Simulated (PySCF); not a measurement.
C3H4ClNSi.

```xyz
10

Cl     1.9880     0.0736    -0.7119
Si     0.3767    -0.1785     0.5621
C     -0.7917     1.2954     0.5851
C     -1.9573     0.7978     0.1253
C     -1.9034    -0.6646    -0.2379
N     -0.8113    -1.3215    -0.1083
H      0.8879    -0.6225     1.8798
H     -0.6602     2.3358     0.8867
H     -2.8856     1.3666     0.0050
H     -2.8196    -1.1525    -0.6151
```
Charge 0, spin multiplicity 1.

The structure is a stationary point at B3LYP-D3(BJ)/def2-SVP. The structure was generated by enumeration; whether it is a known compound was not checked.

The numbers are results of PySCF with HF/pcSseg-1, not measurements. Non-relativistic, no solvent.

Computed absolute GIAO shielding of each atom: isotropic value and principal components (ppm):
| atom | σ(iso) | σ11 | σ22 | σ33 | span |
|---|---|---|---|---|---|
| Cl1 | 1002.0 | 935.3 | 990.2 | 1080.5 | 145.2 |
| Si2 | 388.2 | 326.4 | 414.8 | 423.4 | 97.0 |
| C3 | 38.3 | -100.3 | 28.4 | 186.7 | 287.1 |
| C4 | 36.6 | -111.2 | 74.3 | 146.7 | 257.9 |
| C5 | 5.7 | -124.5 | 19.9 | 121.6 | 246.1 |
| N6 | -104.7 | -432.4 | -170.6 | 288.9 | 721.3 |
| H7 | 26.6 | 23.1 | 24.3 | 32.6 | 9.5 |
| H8 | 24.6 | 22.0 | 25.2 | 26.7 | 4.7 |
| H9 | 24.6 | 21.0 | 23.7 | 29.2 | 8.2 |
| H10 | 23.1 | 21.3 | 22.6 | 25.3 | 4.0 |
